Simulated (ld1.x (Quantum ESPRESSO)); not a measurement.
**Which change was made? (Be, TM)**

```json
{
 "Element": "Be",
 "Generator": "ld1.x (Quantum ESPRESSO) 7.5",
 "Type": "norm-conserving Troullier–Martins (Kleinman–Bylander form)",
 "Functional": "BP86",
 "Relativity": "non-relativistic",
 "Frozen core": "[He]",
 "Valence charge": "2",
 "Reference configuration": "2s1.5 2p0 (charge +0.5)",
 "Partial waves": "2p (bound, empty): rc 4.00 bohr; 3d channel at 0.1 Ry: rc 3.85 bohr; 2s (bound): rc 1.30 bohr",
 "Local potential": "the s channel",
 "Core correction": "a·sin(br)/r model core, default radius (core density twice the valence density)"
}
```

Cutoffs, loose and tight: the cutoffs (Ry, on a coarse ladder) from which the occupation-weighted sum of valence levels, in a spherical-Bessel basis at the reference potential, stays within 10 and 1 mRy of its value at 400 Ry. They do not see the model core or the augmentation charge, which bear on the density cutoff. Test errors are all-electron minus pseudo excitation energies from the reference, over the configurations 2s2 2p0; 2s1 2p0; 2s1 2p1; 2s0 2p2; 2s0 2p1; variants that change the core or the reference have their own tests.

The base gives: outcome: generated; cutoff, loose: 15 Ry; cutoff, tight: 45 Ry; bound ghosts: none; largest test error (meV): -103.

(1) After one change the result is: outcome: generated; cutoff, loose: 80 Ry; cutoff, tight: 180 Ry; bound ghosts: none; largest test error (meV): -83. Which change was it?
A. all radii but the core radius scaled by about 0.77 (s 1.00, p 3.10, d 2.98 bohr)
B. wave 3d channel at 0.1 Ry: rc 3.85 bohr becomes 3d channel at 1.13 Ry: rc 3.85 bohr
C. wave 2s (bound): rc 1.30 bohr becomes 2s (bound): rc 0.98 bohr

Results:

(1) C. The others give: wave 3d channel at 0.1 Ry: rc 3.85 bohr becomes 3d channel at 1.13 Ry: rc 3.85 bohr → outcome: generated; cutoff, loose: 18 Ry; cutoff, tight: 45 Ry; bound ghosts: none; largest test error (meV): -103 | all radii but the core radius scaled by about 0.77 (s 1.00, p 3.10, d 2.98 bohr) → outcome: generated; cutoff, loose: 80 Ry; cutoff, tight: 180 Ry; bound ghosts: none; largest test error (meV): +19.
